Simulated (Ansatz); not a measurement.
`[Cl][Sn]([Cl])([Cl])[c]1ccccc1`, relaxed with RKS PBE-D4/def2-SVP in Ansatz from a rough embedded geometry. The force threshold is 0.03 eV/Å; the program also tests the step.

Charge 0, multiplicity 1. Sn takes the def2 core potential.

Start:

```xyz
15

Cl   -2.685    2.519    1.757
Sn   -2.489    0.695    0.265
Cl   -3.723   -1.076    1.135
Cl   -3.355    1.184   -1.850
C    -0.472    0.130    0.071
C    -0.112   -1.212   -0.201
C     1.219   -1.599   -0.335
C     2.219   -0.647   -0.252
C     1.934    0.714    0.015
C     0.571    1.091    0.171
H    -0.873   -1.950   -0.261
H     1.494   -2.628   -0.532
H     3.280   -0.853   -0.408
H     2.699    1.495    0.067
H     0.293    2.138    0.359
```

(1) How much energy does the relaxation release, and in how many steps? (An estimate is asked.)

(2) Which bonds change most? (Estimate.)

(3) Give the relaxed structure. (An estimate is asked.)

Answers

(1) Ansatz gave: 4.16 kcal/mol, in 5 steps.

(2) The calculation gave: C6–H11 from 1.062 to 1.101 Å; Sn2–C5 from 2.103 to 2.137 Å; Sn2–Cl3 from 2.328 to 2.360 Å; Sn2–Cl4 from 2.338 to 2.360 Å.

(3) Computed: 
```xyz
15

Cl   -2.653    2.550    1.673
Sn   -2.481    0.680    0.244
Cl   -3.714   -1.129    1.128
Cl   -3.549    1.287   -1.772
C    -0.430    0.120    0.030
C    -0.103   -1.227   -0.205
C     1.247   -1.589   -0.341
C     2.252   -0.615   -0.237
C     1.916    0.726    0.010
C     0.570    1.101    0.148
H    -0.889   -1.996   -0.270
H     1.513   -2.642   -0.524
H     3.309   -0.904   -0.343
H     2.705    1.487    0.101
H     0.308    2.150    0.358
```
